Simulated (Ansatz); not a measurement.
Ge5O5⁻. The state is a doublet with charge -1. Geometry r2SCAN-D4/def2-SVP, that of the neutral singlet; atoms count from 1.

```csv
atom,x (Å),y (Å),z (Å)
Ge1,-0.0698,0.9347,2.1672
Ge2,-0.0485,-0.6267,-2.5075
Ge3,-1.6475,-1.6937,0.2420
Ge4,-0.6058,1.3605,-0.6374
Ge5,2.3031,-0.3553,0.2116
O6,-1.3149,0.0455,0.6225
O7,0.1500,2.1422,0.7653
O8,0.9720,0.0602,-1.0529
O9,-1.0841,-1.6784,-1.4806
O10,1.3455,-0.1890,1.6699
```

The highest occupied level of the charge -1 doublet lies above zero (up to 0.46 eV). By energy differences its removal costs 1.08 eV (vertical, to the charge 0 singlet, at PBE0-D4/def2-SVP); self-interaction error and the lack of diffuse functions both raise the level. The structure comes from a short search, and lower isomers may exist.

Question: Estimate the Mulliken populations from the PBE0/def2-SVP orbitals of Ansatz.

Answer: 
```tsv
atom	charge (e)	spin (α − β)
Ge1	0.62	0.01
Ge2	0.28	0.65
Ge3	0.44	0.30
Ge4	0.59	0.06
Ge5	0.61	0.00
O6	-0.75	0.01
O7	-0.69	0.02
O8	-0.75	0.00
O9	-0.66	-0.05
O10	-0.68	0.00
```
Mulliken values and Mayer orders depend strongly on the basis.

Question: Where does the spin sit?

Answer: Summed by element: Ge 1.01, O -0.01, of 1 unpaired in all. Largest on single atoms: Ge2 0.65, Ge3 0.30, Ge4 0.06.

Question: And the Mayer bond orders between bonded heavy atoms (over 0.3)?

Answer: Ge1–O6 0.42 (2.17 Å); Ge1–O7 0.86 (1.86 Å); Ge1–O10 0.72 (1.87 Å); Ge2–O8 0.56 (1.91 Å); Ge2–O9 0.88 (1.80 Å); Ge3–O6 0.81 (1.81 Å); Ge3–O9 1.03 (1.81 Å); Ge4–O6 0.57 (1.95 Å); Ge4–O7 0.96 (1.77 Å); Ge4–O8 0.43 (2.09 Å); Ge5–O8 0.78 (1.88 Å); Ge5–O10 1.16 (1.75 Å).
